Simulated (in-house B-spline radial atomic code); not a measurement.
Computed with a B-spline radial atomic code. Model: two electrons, singlet ground state, non-relativistic, full CI in B-splines with partial waves to l = 8 (at full coupling up to 3e-4 hartree above the limit, correlation up to 0.6 % small), density held at that of full coupling by Lieb maximisation.

W(λ) is the mean repulsion in the state of coupling λ less the Hartree energy of the fixed density. Its start is exact exchange, its initial slope is twice the second-order Görling-Levy correlation energy, and its area from 0 to 1 is E_xc. A straight curve means weak, dynamic correlation, and a curve that drops fast and flattens means strong correlation.

Command:
```bash
python run_ac.py task.json out
```
Settings (lengths in bohr, energies in hartree):
```
potential              dot
strength               4.03
lmax                   8
second                 -1
```

Run time, properties included: 9.4 s on 1 thread of Intel(R) Xeon(R) Processor @ 2.30GHz, on a shared host.

**W = mean repulsion less Hartree energy, and W of three functionals.**

Given: confinement charge in harmonic well; well frequency 4.03 hartree; nuclear charge -1; external potential omega^2 r^2/2 - Z/r.

Computed: LDA exchange minus exact 199.58 millihartree; PBE exchange minus exact 57.013 millihartree.

```json
{"coupling": "0", "W xc (hartree)": "-1.413", "W xc minus exchange (millihartree)": "0", "kinetic minus Kohn-Sham (millihartree)": "0", "LDA (PW92) W minus its exchange (millihartree)": "0", "PBE W minus its exchange (millihartree)": "0", "SCAN W minus its exchange (millihartree)": "0"}
{"coupling": "0.02", "W xc (hartree)": "?", "W xc minus exchange (millihartree)": "?", "kinetic minus Kohn-Sham (millihartree)": "?", "LDA (PW92) W minus its exchange (millihartree)": "?", "PBE W minus its exchange (millihartree)": "?", "SCAN W minus its exchange (millihartree)": "?"}
{"coupling": "0.05", "W xc (hartree)": "-1.4182", "W xc minus exchange (millihartree)": "-5.206", "kinetic minus Kohn-Sham (millihartree)": "0.13", "LDA (PW92) W minus its exchange (millihartree)": "-26.61", "PBE W minus its exchange (millihartree)": "-9.15", "SCAN W minus its exchange (millihartree)": "-4.73"}
{"coupling": "0.12", "W xc (hartree)": "-1.4254", "W xc minus exchange (millihartree)": "-12.347", "kinetic minus Kohn-Sham (millihartree)": "0.74", "LDA (PW92) W minus its exchange (millihartree)": "-51.67", "PBE W minus its exchange (millihartree)": "-20.6", "SCAN W minus its exchange (millihartree)": "-11.13"}
{"coupling": "0.25", "W xc (hartree)": "-1.4382", "W xc minus exchange (millihartree)": "-25.169", "kinetic minus Kohn-Sham (millihartree)": "3.1", "LDA (PW92) W minus its exchange (millihartree)": "-87.39", "PBE W minus its exchange (millihartree)": "-39.62", "SCAN W minus its exchange (millihartree)": "-22.51"}
{"coupling": "0.4", "W xc (hartree)": "-1.4523", "W xc minus exchange (millihartree)": "-39.284", "kinetic minus Kohn-Sham (millihartree)": "7.68", "LDA (PW92) W minus its exchange (millihartree)": "-120.22", "PBE W minus its exchange (millihartree)": "-59.16", "SCAN W minus its exchange (millihartree)": "-34.96"}
{"coupling": "0.6", "W xc (hartree)": "-1.4701", "W xc minus exchange (millihartree)": "-57.039", "kinetic minus Kohn-Sham (millihartree)": "16.54", "LDA (PW92) W minus its exchange (millihartree)": "-156.31", "PBE W minus its exchange (millihartree)": "-82.41", "SCAN W minus its exchange (millihartree)": "-50.6"}
{"coupling": "0.8", "W xc (hartree)": "-1.4867", "W xc minus exchange (millihartree)": "-73.664", "kinetic minus Kohn-Sham (millihartree)": "28.16", "LDA (PW92) W minus its exchange (millihartree)": "-186.81", "PBE W minus its exchange (millihartree)": "-103.28", "SCAN W minus its exchange (millihartree)": "-65.28"}
{"coupling": "1", "W xc (hartree)": "-1.5023", "W xc minus exchange (millihartree)": "-89.244", "kinetic minus Kohn-Sham (millihartree)": "42.16", "LDA (PW92) W minus its exchange (millihartree)": "-213.46", "PBE W minus its exchange (millihartree)": "-122.29", "SCAN W minus its exchange (millihartree)": "-79.12"}
{"coupling": "1.4", "W xc (hartree)": "-1.5306", "W xc minus exchange (millihartree)": "-117.59", "kinetic minus Kohn-Sham (millihartree)": "76.06", "LDA (PW92) W minus its exchange (millihartree)": "-258.69", "PBE W minus its exchange (millihartree)": "-155.98", "SCAN W minus its exchange (millihartree)": "-104.58"}
{"coupling": "2", "W xc (hartree)": "-1.5671", "W xc minus exchange (millihartree)": "-154.1", "kinetic minus Kohn-Sham (millihartree)": "137.8", "LDA (PW92) W minus its exchange (millihartree)": "-313.05", "PBE W minus its exchange (millihartree)": "-198.51", "SCAN W minus its exchange (millihartree)": "-138.16"}
{"coupling": "3", "W xc (hartree)": "-1.6156", "W xc minus exchange (millihartree)": "-202.58", "kinetic minus Kohn-Sham (millihartree)": "257.89", "LDA (PW92) W minus its exchange (millihartree)": "-381.88", "PBE W minus its exchange (millihartree)": "-254.93", "SCAN W minus its exchange (millihartree)": "-184.64"}
{"coupling": "4.5", "W xc (hartree)": "?", "W xc minus exchange (millihartree)": "?", "kinetic minus Kohn-Sham (millihartree)": "?", "LDA (PW92) W minus its exchange (millihartree)": "?", "PBE W minus its exchange (millihartree)": "?", "SCAN W minus its exchange (millihartree)": "?"}
{"coupling": "7", "W xc (hartree)": "-1.7261", "W xc minus exchange (millihartree)": "-313.03", "kinetic minus Kohn-Sham (millihartree)": "778.96", "LDA (PW92) W minus its exchange (millihartree)": "-539.27", "PBE W minus its exchange (millihartree)": "-391.78", "SCAN W minus its exchange (millihartree)": "-301.87"}
{"coupling": "10", "W xc (hartree)": "-1.7692", "W xc minus exchange (millihartree)": "-356.2", "kinetic minus Kohn-Sham (millihartree)": "1141.1", "LDA (PW92) W minus its exchange (millihartree)": "-605.56", "PBE W minus its exchange (millihartree)": "-451.71", "SCAN W minus its exchange (millihartree)": "-352.32"}
```

Problem. What belongs in the row 0.02?

Solution. W xc (hartree): -1.4151; W xc minus exchange (millihartree): -2.093; kinetic minus Kohn-Sham (millihartree): 0.02; LDA (PW92) W minus its exchange (millihartree): -12.84; PBE W minus its exchange (millihartree): -3.82; SCAN W minus its exchange (millihartree): -1.91.

Problem. What belongs in the row 4.5?

Solution. W xc (hartree): -1.6685; W xc minus exchange (millihartree): -255.46; kinetic minus Kohn-Sham (millihartree): 453.78; LDA (PW92) W minus its exchange (millihartree): -456.02; PBE W minus its exchange (millihartree): -318.26; SCAN W minus its exchange (millihartree): -238.57.

Problem. What is the SCAN exchange minus exact?

Solution. -1.2464 millihartree.

**Energy parts, natural occupations and partial-wave weights.**

Computed: exchange energy -1.413 hartree; correlation energy -0.04708 hartree; kinetic part of the DFT correlation energy 0.042164 hartree; initial slope twice GL2 -0.10502 hartree; kinetic part over minus potential part 0.47245; Hartree energy 2.8261 hartree; Lieb Oxford ratio E_xc over LDA exchange 1.2033.

```tsv
natural	occupation of the shell (electrons)
s	1.99
p	?
d	0.00036742
s	0.00030259
p	5.7533e-05
f	4.7364e-05
```

Problem. What belongs in the row p?

Solution. occupation of the shell (electrons): 0.0091689.

| wave | weight |
| --- | --- |
| s | 0.99516 |
| p | ? |
| d | 0.00019075 |
| f | 2.578e-05 |
| g | 5.8427e-06 |

Problem. What belongs in the row p?

Solution. weight: 0.0046149.

Problem. What is the Kohn-Sham kinetic?

Solution. 4.9248 hartree.

Problem. What is the total energy?

Solution. 17.7244 hartree.

Half-way to full coupling W has made 54 % of its drop, against 50 % for a straight line, and second-order (GL2) theory, half the initial slope, overshoots the correlation energy by about 12 %: a moderate bend, as in light atoms. Over couplings 0 to 1 the errors in E_xc come to about +117 millihartree for LDA, +36 millihartree for PBE, +4.0 millihartree for SCAN, so SCAN is nearest. In LDA and PBE and SCAN the errors of exchange and correlation have opposite signs, so the sum is smaller than the larger of the two.
